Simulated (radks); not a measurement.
Values are calculated unless marked as measured or tabulated.
Tl V, 77 electrons, occupied as [Xe] 4f14 5d9 (the NIST ground configuration). Code: a radial shooting solver on a logarithmic mesh with Libxc functionals. Model: Dirac Kohn-Sham, BP86, spin-unpolarised, spherical densities, finite nucleus; open shells fill j = l - 1/2 first; Fermi nuclear charge, rms radius 5.4759 fm.

Spin-orbit splittings of the eigenvalues, e(l+1/2) - e(l-1/2), with zeta = 2 splitting/(2l+1) and mean radii in bohr:

shell	occ.	splitting (eV)	zeta (eV)	<r> j=l-1/2	<r> j=l+1/2
2p	6	2066	1377	0.05588	0.06468
3p	6	459.3	306.2	0.1674	0.1835
3d	10	98.09	39.23	0.1595	0.1644
4p	6	111.7	74.45	0.3931	0.4274
4d	10	20.84	8.335	0.4333	0.4444
4f	14	4.604	1.315	0.4641	0.4706
5p	6	20.50	13.67	0.9368	1.027
5d	9	2.465	0.9861	1.276	1.314
6p	0	3.177	2.118	2.324	2.515
